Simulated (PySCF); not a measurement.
B(F)(OH)(SH) (BFH2OS), SMILES OB(F)S. The structure is a stationary point at B3LYP-D3(BJ)/def2-SVP. One conformer was computed; it need not be the lowest.

TDA-CAM-B3LYP/def2-SVPD (PySCF) puts the lowest singlet excitations at 6.50, 7.05, 7.56, 7.97, 8.44, 8.68 eV.

What are the lowest excitation roots from ADC(2)/aug-cc-pVDZ in PySCF 2.14.0? (Estimate from the structure and the level; the computed values follow.)

6.59, 7.26, 7.80, 7.92, 8.22, 8.29 eV. S1 differs by 0.09 eV (second minus first; roots are paired by order, and the bases may differ).
